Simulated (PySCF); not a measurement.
# Sn+: excitation energy

Sn+ [Kr] 4d10 5s2 5p1 (2P) → Sn+ [Kr] 4d10 5s1 5p1 6s1 (4P), as a difference of total energies. Calculation: PySCF 2.14, in aug-cc-pVTZ-DK3 (8s7p5d2f, 68 functions); scalar relativity by spin-free X2C-1e. Correlated levels: valence: [Kr] 4d10 frozen. The calculations carry no spin-orbit coupling.

```csv
method,excitation energy (eV)
UHF,11.922
MP2 (valence),12.602
SCS-MP2 (valence),12.854
CCSD (valence),12.805
CCSD(T) (valence),12.820
```

Problem. How much does correlation contribute at CCSD(T) (valence)?

Solution. 12.820 − (11.922) = 0.898 eV, measured against UHF.

A first-order spin-orbit estimate (lowest level to lowest level, LS coupling) adds -0.020 eV.

The promoted electron is Rydberg-like, and one or two diffuse shells describe it only roughly, which tends to raise the upper state.
